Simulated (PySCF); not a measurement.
A structure optimised at PBE0-D3(BJ)/def2-SVP, used in a PySCF frequency run:

```xyz
9

C      2.0080    -0.2047    -1.0292
Si     0.1857    -0.1304    -0.7921
O     -0.5009    -1.5177    -1.3385
F     -0.4369     1.1314    -1.5947
Br    -0.3549     0.2095     1.3355
H      2.4375    -1.0277    -0.4400
H      2.4753     0.7379    -0.7100
H      2.2415    -0.3734    -2.0916
H     -1.4395    -1.6540    -1.1760
```

Question: Write its SMILES and formula.

Answer: C[Si](O)(F)Br, CH4BrFOSi

Question: What are its rotational constants (standard atomic weights)?

Answer: 3.6348, 1.4983, 1.4657 GHz
